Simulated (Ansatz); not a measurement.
Coupled-cluster run, Cl2F2H2Si2, SMILES `F[Si@@H](Cl)[Si@@H](F)Cl`.

```yaml
crystal:
  periodic: [false, false, false]
  atoms:
    - {symbol: F, position_ang: [-0.169506, 0.136572, -2.338539]}
    - {symbol: Si, position_ang: [0.511415, 0.500375, -0.944283]}
    - {symbol: Cl, position_ang: [0.214632, 2.487074, -0.575014]}
    - {symbol: Si, position_ang: [-0.538212, -0.660270, 0.804231]}
    - {symbol: F, position_ang: [-0.515945, -2.228377, 0.520490]}
    - {symbol: Cl, position_ang: [0.563670, -0.287856, 2.483149]}
    - {symbol: H, position_ang: [1.964600, 0.252838, -1.062689]}
    - {symbol: H, position_ang: [-1.938555, -0.257456, 1.056854]}
basis:
  gaussian: {orbitals: def2-SVP}
correlation: {method: ccsd_t}
```

```sh
$ ansatz run in.yaml --threads 4 --pin off --events-out ev --progress --plain --max-ram 10444MiB
```

Log, shortened:

```
Functional definition: HF
1004 factors; integrals over basis functions are off by at most 1.0e-3 eV
mean field evaluation 1: about -46160.8099 eV, gradient 3.7e1 eV
mean field evaluation 2: about -46160.8127 eV, gradient 3.7e1 eV
mean field evaluation 4: about -46163.8525 eV, gradient 2.5e0 eV
mean field evaluation 8: about -46163.8787 eV, gradient 8.6e-5 eV
mean field -46163.87865439 eV, -1696.4912495480 hartree, gradient 2.2e-6 eV, S^2 0.000000; 0 other end points of the search recorded, 0 dependent functions left out
22 core orbitals not correlated: weight in the atoms' cores, before any rotation towards them, 1.000 or more for the frozen orbitals, at most 0.000 for the correlated occupied ones
reference -46163.87865439 eV, -1696.4912495480 hartree; 19, 19 occupied and 69, 69 virtual orbitals, 1004 factors
second order -22.11767881 eV of doubles, -0.00000000 eV of singles
cycle   1  -22.82542981 eV  change   -7.1e-1 eV  update   1.1e-1
cycle   2  -23.29757855 eV  change   -4.7e-1 eV  update   3.0e-2
cycle   3  -23.41872628 eV  change   -1.2e-1 eV  update   1.6e-2
cycle   4  -23.41461019 eV  change    4.1e-3 eV  update   3.1e-3
cycle   5  -23.41211145 eV  change    2.5e-3 eV  update   1.2e-3
cycle   6  -23.41215171 eV  change   -4.0e-5 eV  update   3.6e-4
cycle   7  -23.41204559 eV  change    1.1e-4 eV  update   1.2e-4
cycle   8  -23.41199451 eV  change    5.1e-5 eV  update   3.9e-5
cycle   9  -23.41200958 eV  change   -1.5e-5 eV  update   1.3e-5
perturbative correction -0.45386069 eV, -0.0166790727 hartree
Total energy: -46187.74452466 eV, -1697.3683041036 hartree
```

It took 6.5 s on 4 threads of an Arm Neoverse V1 on a shared host, with 0.46 GiB of host memory at the peak.

MP2 recovers 92.7 % of the CCSD(T) correlation energy and the triples give 1.9 %; T1 = 0.0113.
